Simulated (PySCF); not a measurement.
Where the electron goes

Species: BeMeI, CH₃BeI.
Structure used (PBE0-D3(BJ)/def2-SVP), in Å, numbered top down from 1:
```
atom  x, y, z in Å
Be1   -0.0091    0.0074   -0.9557
C2     0.0024   -0.0004    0.7140
H3    -0.4421    0.9174    1.1373
H4     1.0279   -0.0758    1.1169
H5    -0.5672   -0.8524    1.1255
I6    -0.0119    0.0038   -3.1380
```

Theory: TDDFT CAM-B3LYP/def2-SVPD, vertical, gas phase, core orbitals frozen in the response, def2 core potentials past Kr in PySCF. Spin–orbit coupling is left out.

Kohn–Sham orbitals with the atoms that hold most of them (Löwdin shares over 4%, at most four atoms):

```
orbital  ε (eV)                           atoms
 LUMO+2    0.52  Be1 41%, I6 37%, C2 10%, H4 4%
 LUMO+1    0.49         Be1 57%, I6 27%, C2 11%
   LUMO    0.48         Be1 54%, I6 28%, C2 11%
   HOMO   -9.14                  I6 92%, Be1 7%
 HOMO-1   -9.14                  I6 92%, Be1 7%
 HOMO-2  -10.32  C2 42%, Be1 23%, I6 19%, H4 5%
 HOMO-3  -11.26         I6 61%, Be1 16%, C2 16%
```

Within 0.005 eV of a neighbour in this list lie HOMO-1/HOMO (point group found: C3v); within a degenerate set the shares of single atoms can hang on how the components are chosen.

Q: The HOMO–LUMO gap is 9.63 eV. Where does the response calculation put the lowest singlet, and from which orbitals?

A: S1 is at 6.18 eV (f = 0.0000), 3.45 eV below the gap, made of HOMO-1/HOMO→LUMO/LUMO+1 (≥78%). 

Next come S2 at 6.25 eV (f 0.0001), HOMO-1/HOMO→LUMO/LUMO+1 (≥88%); S3 at 6.25 eV (f 0.0000), HOMO-1/HOMO→LUMO/LUMO+1 (≥88%); S4 at 6.65 eV (f 0.074), HOMO-1/HOMO→LUMO+2 (≥69%); S5 at 6.65 eV (f 0.074), HOMO-1/HOMO→LUMO+2 (≥70%).

Orbitals of the list HOMO-3 to LUMO+2 that lie within 0.01 eV of each other are written together with a slash and their weights summed (≥ marks a lower bound); for degenerate orbitals outside that list single weights are arbitrary.

Löwdin shares depend on the basis, the more so with diffuse functions.
